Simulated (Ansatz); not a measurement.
A structure relaxed at PBE0-D4/def2-TZVP, charge 0, multiplicity 1:

```xyz
10

O    -2.068    1.464   -0.063
Al   -0.992    0.575    0.904
Si    1.258    0.309    0.010
P     1.398   -1.606   -1.213
H    -2.994    1.576    0.146
H    -1.529   -0.118    2.231
H     1.689    1.408   -0.900
H     2.297    0.174    1.072
H     0.202   -1.368   -1.944
H     0.740   -2.414   -0.244
```

(1) Give its formula and SMILES.

(2) Summarise the bond lengths by kind.

Answers

(1) AlH6OPSi, `[OH][AlH][SiH2]P`.

(2) 1 × Al–O 1.698 Å; 1 × H–O 0.956 Å; 1 × Al–Si 2.436 Å; 1 × Al–H 1.590 Å; 1 × P–Si 2.276 Å; 2 × H–Si 1.490 to 1.492 Å; 2 × H–P 1.422 Å.

Results of the Gaussian-basis code of Ansatz.
